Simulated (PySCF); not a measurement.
The PySCF input:
```python
from pyscf import gto, scf, cc

mol = gto.M(
    atom='''
B    -0.910625    1.131495    0.290768
N    -1.376959   -0.125734    0.016191
B    -0.697194   -1.278310   -0.271863
N     0.738839   -1.115496   -0.281443
B     1.357802    0.123985   -0.015966
N     0.530975    1.231447    0.266511
H    -1.573257    2.068270    0.528503
H    -1.184589   -2.320098   -0.496074
H     1.295052   -1.931439   -0.487825
H     2.528002    0.230840   -0.029726
H     0.934891    2.135062    0.461604
''',
    basis='sto-3g',
    charge=0,
    spin=1,
    verbose=4,
)

mf = scf.UHF(mol)
mf.kernel()

mycc = cc.CCSD(mf, frozen=6)
mycc.kernel()
print('E(CCSD) = %.10f' % mycc.e_tot)
```

**Question.** Give the total energy at the level CCSD/STO-3G (PySCF).

**Answer.** -237.8034 Eh

**Question.** What nuclear repulsion energy does CCSD/STO-3G give?

**Answer.** 190.9425 Eh

**Question.** Estimate the MP2 correlation energy that CCSD/STO-3G returns for this input.

**Answer.** -0.2490 Eh

These values belong to the state on which the SCF converged, which isn't shown to be the lowest.
